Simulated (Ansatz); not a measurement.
Reaction (redistribution): `N[SiH](F)[SiH2]O` + `N[SiH2]N[SiH2]O` → `N[SiH2]N[SiH](N)F` + `O[SiH2][SiH2]O`

Program: Ansatz. Geometries: PBE0-D4/def2-TZVP. ΔE: electronic, gas phase. CCSD(T)/CBS adds triple-zeta CCSD(T) − MP2 to the extrapolated MP2 energy (def2 sets, frozen cores). DFT in def2-TZVPP. One conformer a species, not always the lowest.

| level | ΔE (kJ/mol) |
| --- | --- |
| ωB97M-V | -12.6 |
| r2SCAN | -12.5 |
| CCSD(T)/def2-TZVPP | -11.8 |
| MP2/def2-QZVPP | -10.7 |

Question: What does CCSD(T)/CBS give? (Estimate.)

Answer: The calculation gave: -11.2 kJ/mol. The listed levels differ from it by -1.4, -1.3, -0.6, 0.5 kJ/mol.

Largest T1 diagnostic among the species: 0.012.

The D4 term adds −5.8 kJ/mol with B3LYP and −3.0 kJ/mol with PBE0; it sums over pairs of atoms, weighted by their polarisabilities, and B3LYP, whose exchange is more repulsive, gets the larger term. In def2-TZVPP, CCSD(T) changes the Hartree–Fock value by −4.5 kJ/mol (the triples alone add −0.4 kJ/mol) and MP2 by −4.1 kJ/mol.

B3LYP here is the variant with VWN-RPA as its local correlation; programs differ in this.
